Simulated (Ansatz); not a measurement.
```yaml
crystal:
  periodic: [false, false, false]
  atoms:
    - {symbol: C, position_ang: [-0.179797, 0.719195, 2.121524]}
    - {symbol: S, position_ang: [-0.408878, -1.088078, 2.167829]}
    - {symbol: Al, position_ang: [-0.194134, -1.626664, 0.069471]}
    - {symbol: O, position_ang: [0.101377, -0.440180, -1.070873]}
    - {symbol: In, position_ang: [0.403168, 0.554375, -2.751391]}
    - {symbol: H, position_ang: [0.028268, 1.062552, 1.109427]}
    - {symbol: H, position_ang: [0.653693, 0.984221, 2.771003]}
    - {symbol: H, position_ang: [-1.086096, 1.200386, 2.487498]}
    - {symbol: H, position_ang: [-0.323293, -3.154567, -0.310272]}
    - {symbol: H, position_ang: [-1.053717, 0.927519, -3.560988]}
    - {symbol: H, position_ang: [2.059398, 0.861252, -3.033238]}
basis:
  gaussian: {orbitals: def2-TZVPP}
hamiltonian: {xc: {name: BHLYP}}
scf: {lower_state_search: off}
output: {forces: true}
```

```sh
$ ansatz run in.yaml --threads 4 --pin off --events-out ev --progress --plain --max-ram 10444MiB
```

Shortened log:

```
Functional definition: BHLYP
1917 factors; their error is unknown
mean field evaluation 1: about -25779.7384 eV, gradient 6.9e1 eV
mean field evaluation 2: about -25757.9690 eV, gradient 1.2e2 eV
mean field evaluation 4: about -25788.2807 eV, gradient 6.4e0 eV
mean field evaluation 8: about -25788.3746 eV, gradient 7.9e-2 eV
mean field evaluation 16: about -25788.5176 eV, gradient 9.7e-5 eV
mean field -25788.51764706 eV, -947.7105434442 hartree, gradient 4.0e-6 eV, S^2 0.000000; 0 other end points of the search recorded, 0 dependent functions left out
reference -25788.51788427 eV, -947.7105521619 hartree; 35, 35 occupied and 245, 245 virtual orbitals, 1917 factors
Total energy: -25788.51788427 eV, -947.7105521619 hartree
Atom 0 at    -0.179797     0.719195     2.121524 Å, force     0.036202     0.321123     0.028945 eV/Å
Atom 1 at    -0.408878    -1.088078     2.167829 Å, force     0.009815    -0.013614    -0.090203 eV/Å
Atom 2 at    -0.194134    -1.626664     0.069471 Å, force     0.044458     0.056907    -0.251952 eV/Å
Atom 3 at     0.101377    -0.440180    -1.070873 Å, force    -0.058600    -0.257832     0.169417 eV/Å
Atom 4 at     0.403168     0.554375    -2.751391 Å, force    -0.009709    -0.037248     0.068086 eV/Å
Atom 5 at     0.028268     1.062552     1.109427 Å, force    -0.066881    -0.096063     0.338221 eV/Å
Atom 6 at     0.653693     0.984221     2.771003 Å, force    -0.257758    -0.061863    -0.196515 eV/Å
Atom 7 at    -1.086096     1.200386     2.487498 Å, force     0.284209    -0.129667    -0.108808 eV/Å
Atom 8 at    -0.323293    -3.154567    -0.310272 Å, force     0.017559     0.215325     0.051468 eV/Å
Atom 9 at    -1.053717     0.927519    -3.560988 Å, force     0.055944     0.000305     0.005773 eV/Å
Atom 10 at     2.059398     0.861252    -3.033238 Å, force    -0.055239     0.002627    -0.014432 eV/Å
Dipole moment:     0.123817     0.485762    -0.564785 e Å
Checks for a lower state left out: stability, starts, cluster_reference, orbital_swaps, neighbouring_geometries, increment
```

Hardware: 4 threads of an Intel Xeon on a shared host. Wall time 4.5 s, peak host memory 0.99 GiB.
